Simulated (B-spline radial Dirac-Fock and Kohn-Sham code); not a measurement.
How the settings move the core levels of Br

ΔSCF core binding energies without Breit or QED terms, calculated with a radial finite-basis atomic code. Keys: rel is the Hamiltonian (dirac, or spin-free x2c and nr, where L3 and M5 stand for the whole 2p and 3d shells), method is hf or an exchange,correlation pair (spin-unpolarised, also for the hole states), nuc the nuclear model, radius_factor scales its radius, rmax is the box in bohr, h the logarithmic mesh step, order the B-spline order, points the quadrature points per cell, c_factor scales the speed of light, and damp, ndamp, maxit and tol steer the iteration. The run stops when the commutator error falls below 10·tol·max(1, Z/10), or the numerical noise floor, and the energy has settled to about 1e-8 Ha; the virial ratio is −V/T.

Base input:

```json
{"items": [{"Z": 35, "q": 0, "cfg": [[1, 0, 2], [2, 0, 2], [2, 1, 6], [3, 0, 2], [3, 1, 6], [3, 2, 10], [4, 0, 2], [4, 1, 5]], "A": 79, "rrms": 4.1629, "do": "settings", "holes": ["K", "L3", "M5"],
  "settings": [{"rel": "dirac", "method": "hf", "nuc": "fermi", "radius_factor": 1.0, "rmax": 45.0, "h": 0.3, "order": 8, "points": 10, "c_factor": 1.0, "maxit": 60, "damp": 0.5, "ndamp": 3, "tol": 1e-08}]}]}
```

The ground state converged in 10 iterations, with total energy -2605.02339 Ha, virial ratio 1.97482 and highest orbital energy -12.23 eV. ΔSCF binding energies: K (1s) 13511.8 eV, M5 (3d5/2) 76.56 eV. Holes are computed only in closed shells, and unreliable hole states are left out.

Changes from the base run:

```csv
changed setting,Δ total energy (Ha),Δ K (eV),Δ M5 (eV),iterations
nuc = "sphere",+0.00002,0.00,0.00,10
order = 9,0.00000,0.00,0.00,10
rel = "nr"; radius_factor = 1.2; h = 0.22,+32.58206,-228.86,+2.23,10
h = 0.4; order = 9; c_factor = 2.0,?,?,?,?
damp = 0.2,0.00000,0.00,0.00,9
rmax = 25.0; c_factor = 1.5; tol = 1e-06,+18.36584,-129.08,+1.24,8
rmax = 25.0,0.00000,0.00,0.00,10
c_factor = 2.0,+24.64038,-173.16,+1.68,10
damp = 0.0,0.00000,0.00,0.00,9
radius_factor = 1.2,+0.00864,-0.10,0.00,10
"method = "b88,lyp"; nuc = "sphere"; c_factor = 2.0",+22.82744,-151.79,+2.94,9
tol = 1e-06,0.00000,0.00,0.00,8
rel = "nr",+32.58206,-228.86,+2.23,10
```

Question: What does the change h = 0.4; order = 9; c_factor = 2.0 do?

Answer: The total energy moves by +24.64080 Ha and the binding energies by K -173.16 eV, M5 +1.68 eV; the run takes 10 iterations.
